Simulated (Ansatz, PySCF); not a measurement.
This PySCF input computes a CCSD(T)/cc-pVDZ energy:

```python
from pyscf import gto, scf, mp, cc as ccmod

mol = gto.M(
    atom='''
    O    -0.09193863   -0.02710770   -0.06464349
    H    -0.07509175   -0.02177006    0.94300683
    H     0.81060081    0.23863167   -0.42585893
    ''',
    basis='cc-pvdz',
    charge=1,
    spin=1,
    verbose=4,
)

mf = scf.UHF(mol)
mf.conv_tol = 1e-10
mf.max_cycle = 100
mf.kernel()
mo, _, stable, _ = mf.stability(return_status=True)
if not stable:
    mf.kernel(mf.make_rdm1(mo, mf.mo_occ))
mp2 = mp.MP2(mf, frozen=1).run()
cc = ccmod.CCSD(mf, frozen=1)
cc.max_cycle = 100
cc.kernel()
et = cc.ccsd_t()
print(f'E(CCSD(T)) = {cc.e_tot + et:.9f}')
```

Task: Write an input for the same energy in Ansatz (an electronic-structure program) and say what it gives.

Result: 
Ansatz 0.2 input:
```yaml
crystal:
  periodic: [false, false, false]
  atoms:
    - {symbol: O, position_ang: [-0.09193863, -0.02710770, -0.06464349]}
    - {symbol: H, position_ang: [-0.07509175, -0.02177006, 0.94300683]}
    - {symbol: H, position_ang: [0.81060081, 0.23863167, -0.42585893]}
basis:
  gaussian:
    orbitals: cc-pVDZ
total_charge: 1
magnetization: {spin_polarized: true, initial_magnetization: 1}
correlation: {method: ccsd_t, electrons: outside_noble_gas}
```
It gives -75.80608 Eh, and PySCF -75.80608 Eh, a difference of 0.00 mEh.
